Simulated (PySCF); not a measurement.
# Field gradients at the hydrogen positions

Species: C5H13FOSi2.
Z-matrix (Å and degrees, GFN2-xTB geometry), rows numbered from 1:
```
C 
C   1  1.5271
O   2  1.4091  1  113.97
C   3  1.4093  2  116.36  1   -75.06
C   4  1.4978  3  105.64  2   170.45
Si  5  1.8895  4  109.47  3   -22.13
C   5  1.3312  4  121.96  3   157.33
Si  7  1.8714  5  127.38  4   179.50
F   8  1.6182  7  104.70  5  -178.48
H   1  1.0875  2  111.37  3    66.88
H   1  1.0869  2  109.72  3   -53.57
H   1  1.0865  2  109.46  3  -173.26
H   2  1.1001  1  110.06  3  -123.72
H   2  1.0936  1  109.59  3   116.97
H   4  1.1013  3  111.01  2    52.32
H   4  1.1019  3  110.48  2   -67.13
H   6  1.4712  5  106.62  4  -169.67
H   6  1.4589  5  111.32  4    71.61
H   6  1.4641  5  109.54  4   -52.87
H   7  1.0892  5  117.74  4    -0.46
H   8  1.4570  7  114.15  5    68.63
H   8  1.4572  7  114.57  5   -65.68
```

Level: PBE0/pcSseg-1 (PySCF, non-relativistic); Q(2H) = 0.00286 b; rigid geometry, the same for H and D, with no vibrational averaging.

Question: Rank these positions by the coupling χzz of a deuteron there, largest first.
A. H14 (methylene hydrogen)
B. H12 (methyl hydrogen)
C. H17 (Si–H hydrogen)
D. H18 (Si–H hydrogen)
E. H16 (methylene hydrogen)

Answer: B (213 kHz), A (197 kHz), E (188 kHz), D (113 kHz), C (105 kHz).

Question: What are Vzz, η and χzz (234.96 MHz × Q × Vzz) at all hydrogens?

Answer: 
```
atom  bonded to  bond length (Å)  Vzz (au)     η  χzz (kHz)
 H10         C1            1.087    0.3151  0.02        212
 H11         C1            1.087    0.3148  0.01        212
 H12         C1            1.087    0.3172  0.02        213
 H13         C2            1.100    0.2822  0.08        190
 H14         C2            1.094    0.2931  0.06        197
 H15         C4            1.101    0.2805  0.07        188
 H16         C4            1.102    0.2804  0.07        188
 H17        Si6            1.471    0.1566  0.05        105
 H18        Si6            1.459    0.1678  0.03        113
 H19        Si6            1.464    0.1642  0.03        110
 H20         C7            1.089    0.3140  0.05        211
 H21        Si8            1.457    0.1635  0.02        110
 H22        Si8            1.457    0.1635  0.01        110
```

Question: Average by the element that carries the hydrogen.

Answer: on C: 201 kHz over 8 positions, mean bond length 1.093 Å; on Si: 110 kHz over 5 positions, mean bond length 1.462 Å.

Question: How does χzz go with the bond length over the 8 C–H bonds?

Answer: A straight-line fit has a slope of -16.8 kHz for each 0.01 Å, with a correlation coefficient of -0.99, over lengths from 1.087 to 1.102 Å. The longer bonds have the smaller couplings here.

The structure is a single GFN2-xTB conformer in the gas phase; no vibrational or solvent corrections. GFN2-xTB bond lengths can be off by several hundredths of an ångström, more for odd bonds, and the gradients follow them. These gradients aren't converged with respect to the basis.

The run behind these numbers computed NMR shieldings as well. On an Arm Neoverse V1 with one thread, no GPU, shared host with 32 logical CPUs at a one-minute load of 15, this took 63 s (grids of density and orbitals included) and 1.1 GiB of memory at its peak.
